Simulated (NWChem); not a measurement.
# C$_{2}$H$_{4}$AlClO; SMILES C=[CH][Al]([OH])[Cl]

```xyz
9

Al     0.2131    -0.0261     0.0000
Cl    -0.4901    -2.0299     0.0000
C     -1.0024     1.4721     0.0000
C     -0.5533     2.7385     0.0000
H     -2.0836     1.3223     0.0000
H     -1.2252     3.5981     0.0000
H      0.5088     2.9788     0.0000
O      1.8951     0.2675     0.0000
H      2.5347    -0.4552     0.0000
```
Atoms are numbered in this order, from 1.

All runs: NWChem. Pople sets run with spherical d functions. Medium grid unless said otherwise, to which SCAN and Minnesota functionals are sensitive. All runs use the structure optimised with B3LYP/6-31G* (spherical d). Hybrids' shares of exact exchange are those that their runs print; pure functionals count as 0. The functionals differ in more than this share.

```
row               share of exact exchange  orbital gap (eV)
----------------  -----------------------  ----------------
PBE/6-31G*                           0.00              4.97
B97-D/6-31G*                         0.00              5.00
B3LYP/6-31G*                         0.20              6.56
M06/6-31G*                           0.27              6.96
BHandHLYP/6-31G*                     0.50              8.91
M05-2X/6-31G*                        0.56          withheld
```

Fit a straight line of the last column on the one before it, predict the withheld value, and compare with the run.


1. Means of the 5 shown rows: x = 0.194, y = 6.480. Slope Σ(x − x̄)(y − ȳ)/Σ(x − x̄)² = 1.361/0.1747 = 7.787; intercept 4.969.
2. The shown rows scatter about the line by 0.058 (root mean square); the largest residual is -0.11, at M06/6-31G*.
3. At x = 0.56 (M05-2X/6-31G*; beyond the shown range) the line gives 9.33.
4. The run gives 9.21, -0.12 from the line, 2.1 times the scatter.
